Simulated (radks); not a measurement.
The numbers below are computed, except where a source is named.
Task: These are the eigenvalues of the occupied orbitals of an atom or ion with whole-number occupations (eV). Level of theory: Dirac Kohn-Sham, BLYP, spin-unpolarised, spherical densities, finite nucleus; Fermi nuclear charge, rms radius of each element as measured or else 0.836 A^(1/3) + 0.57 fm (a radial shooting solver on a logarithmic mesh with Libxc functionals).

1s1/2: -9945.711
2s1/2: -1580.425
2p1/2: -1443.558
2p3/2: -1419.532
3s1/2: -485.7552
3p1/2: -441.1983
3p3/2: -436.6733

Which element is it, and in what charge state? The configuration may be excited. Open shells, if any, fill j = l - 1/2 first.

Result: Z = 30, zinc, charge +13: Zn13+ in [Ne] 3s2 3p5. The list shows which subshells hold electrons but not how many an open one holds; the 1s level, -365.5 hartree, gives Z - s = 27.0 by -(Z - s)^2/2, which with screening and relativity narrows Z to a few neighbours, and the depths of the outer levels then fix element, charge and occupations together.
